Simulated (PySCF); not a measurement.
chloro(silyloxy)silane (ClH5OSi2), SMILES [SiH3]O[SiH2]Cl. Atoms are numbered in the order given.

```xyz
9

Si    -2.0234     0.2040    -0.4873
O     -0.4345     0.4813    -0.9215
Si     1.1302     0.2806    -0.4544
Cl     1.1669    -0.7097     1.3758
H     -2.2703    -1.2581    -0.3481
H     -2.8820     0.7588    -1.5661
H     -2.3302     0.8845     0.8014
H      1.7778     1.6015    -0.2756
H      1.8493    -0.5554    -1.4444
```
Charge 0, spin multiplicity 1.

Geometry optimised at B3LYP-D3(BJ)/def2-SVP. The values are those of a single conformer.

Computed with PBE/pcSseg-1 (PySCF).

GIAO shieldings, no solvent; atoms alike by connectivity are averaged. δ = σ(ref) − σ: ²⁹Si against TMS (σ = 335.4 ppm); ¹⁷O against H2O (σ = 334.3 ppm); ³⁵Cl against HCl (σ = 936.5 ppm); ¹H against TMS (σ = 31.49 ppm), references at their B3LYP-D3(BJ)/def2-TZVP geometries, non-relativistic (without spin–orbit terms, shifts of atoms bonded to Cl or Br come out too high).

Computed chemical shifts:
```csv
nucleus,atoms,count,δ (ppm)
²⁹Si,Si3,1,-13.0
²⁹Si,Si1,1,-36.4
¹⁷O,O2,1,47.9
³⁵Cl,Cl4,1,64.5
¹H,"H8, H9",2,5.99
¹H,"H5, H6, H7",3,5.48
```
